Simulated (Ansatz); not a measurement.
The cluster Ba4⁺. The state is a doublet with charge 1. Geometry relaxed at PBE/def2-SVP.

```tsv
atom	x (Å)	y (Å)	z (Å)
Ba1	-2.572	0.042	0.939
Ba2	0.811	2.247	-1.352
Ba3	0.136	-2.072	-1.785
Ba4	1.625	-0.216	2.198
```

In the def2 sets Ba takes a core potential; there is no spin–orbit coupling. The structure comes from a short search, and lower isomers may exist.

(1) Estimate the harmonic wavenumbers at UKS PBE/def2-SVP (Ansatz, unscaled). Is this a minimum?

Results:

(1) 36, 43, 43, 45, 47, 73 cm⁻¹. Yes, no mode is imaginary beyond noise. Zero-point energy 1.7 kJ/mol. Hardware: 4 threads of Arm Neoverse V1 on a shared host. Wall time 1.9 min.
